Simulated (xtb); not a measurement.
xtb input (GFN2-xTB):

```bash
xtb mol.xyz --gfn 2 --ohess tight --chrg 1 --uhf 0
```
mol.xyz:
```
4

Sn     0.03598559     0.02671470     0.60763993
H     -1.56299925    -0.26864221    -0.20308035
H      0.99447632    -1.24851570    -0.26721063
H      0.54945682     1.49842611    -0.22152075
```

End of the output:

```
   ------------------------------------------------------------------------
    298.15    0.441059E-02    0.177727E-01    0.262983E-01   -0.852566E-02
   ------------------------------------------------------------------------

         :::::::::::::::::::::::::::::::::::::::::::::::::::::
         ::                  THERMODYNAMIC                  ::
         :::::::::::::::::::::::::::::::::::::::::::::::::::::
         :: total free energy          -3.119260464923 Eh   ::
         ::.................................................::
         :: total energy               -3.110734805804 Eh   ::
         :: zero point energy           0.013362067503 Eh   ::
         :: G(RRHO) w/o ZPVE           -0.021887726622 Eh   ::
         :: G(RRHO) contrib.           -0.008525659119 Eh   ::
         :::::::::::::::::::::::::::::::::::::::::::::::::::::

optimized geometry written to: xtbopt.xyz

           -------------------------------------------------
          | TOTAL ENERGY               -3.110734805804 Eh   |
          | TOTAL ENTHALPY             -3.092962149963 Eh   |
          | TOTAL FREE ENERGY          -3.119260464923 Eh   |
          | GRADIENT NORM               0.000031930111 Eh/α |
          | HOMO-LUMO GAP               4.279661983898 eV   |
           -------------------------------------------------

------------------------------------------------------------------------
------------------------------------------------------------------------
 total:
 SCF:
 ANC optimizer:
 analytical hessian:
```
